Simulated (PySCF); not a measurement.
## Correlation energy of Pd⁺ (palladium, charge +1)

[Kr] 4d8 5s1, 5s spin antiparallel (an excited configuration). All numbers are calculated (PySCF 2.14, scalar relativity through the core potential, in aug-cc-pwCVTZ-PP with ECP28MDF). Frozen: 4s2 4p6; 9 electrons correlated.

MP2 pair energies summed by pair of shells (mhartree):

| pair | energy | share (%) |
| --- | --- | --- |
| 4d-4d | -234.55 | 84.9 |
| 4d-5s | -41.78 | 15.1 |

Total MP2 correlation energy: -276.33 mhartree.

Same-spin part -98.27 and opposite-spin part -178.06 mhartree; SCS-MP2 scales them by 1/3 and 6/5 to -246.43 mhartree.
